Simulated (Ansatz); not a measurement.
`[InH2][BH][TeH]` + CH₃SH → `CSB[TeH]` + `[InH3]` at 500 K and 1 bar (cleavage of the B–In bond).

Calculated with Ansatz (gas phase, PBE0-D4/def2-TZVP geometries, no zero-point term in ΔE). CCSD(T)/CBS adds triple-zeta CCSD(T) − MP2 to the extrapolated MP2 energy (def2 sets, frozen cores). This one scheme is used for every species. Elements past krypton have def2 core potentials. For In, Te outer-core shells are correlated without core-valence functions, which leaves a few kJ/mol of doubt a bond. One conformer a species, not always the lowest.

| species | CCSD(T)/CBS energy (Eh) | H − E (kJ/mol) | S (J/(mol·K)) |
| --- | --- | --- | --- |
| `[InH2][BH][TeH]` | -484.70285 | 121.1 | 406.2 |
| CH₃SH | -438.22835 | 145.1 | 283.7 |
| `CSB[TeH]` | -731.39177 | 197.0 | 412.9 |
| `[InH3]` | -191.56739 | 65.2 | 255.5 |

H − E and S are ideal-gas, rigid-rotor, harmonic terms from PBE0-D4/def2-TZVP, for one conformer and one mirror image of each species. 1 Eh = 2625.50 kJ/mol, R = 8.31446 J/(mol·K).

By hand: ΔE, ΔH, ΔS and ΔG.

ΔE = (-731.39177) + (-191.56739) − (-484.70285) − (-438.22835) = -0.02796 Eh = -73.4 kJ/mol. Δ(H − E) = 197.0 + 65.2 − 121.1 − 145.1 = -4.0, so ΔH = -77.4 kJ/mol. ΔS = 412.9 + 255.5 − 406.2 − 283.7 = -21.5 J/(mol·K). ΔG = -77.4 − 500 × (-21.5)/1000 = -66.7 kJ/mol.

By hand: the equilibrium constant, and the temperature at which ΔG would vanish if ΔH and ΔS stayed fixed.

log₁₀ K = −ΔG/(RT ln 10) = 7.0. ΔG = 0 at ΔH/ΔS = 3600 K, far beyond where these terms or the molecules hold.

ΔH outweighs TΔS. A doubt of 5 kJ/mol in ΔE shifts log₁₀ K by 0.5 here. Other conformers and mirror images would add mixing entropy, several J/(mol·K) or more a flexible species. Modes under 60 cm⁻¹, often nearly free rotors, make the harmonic entropy too high. These are equilibria of isolated gas molecules and say nothing of rates. Largest T1 diagnostic: 0.016 (customary marks: 0.02 for closed shells, 0.045 for open ones).
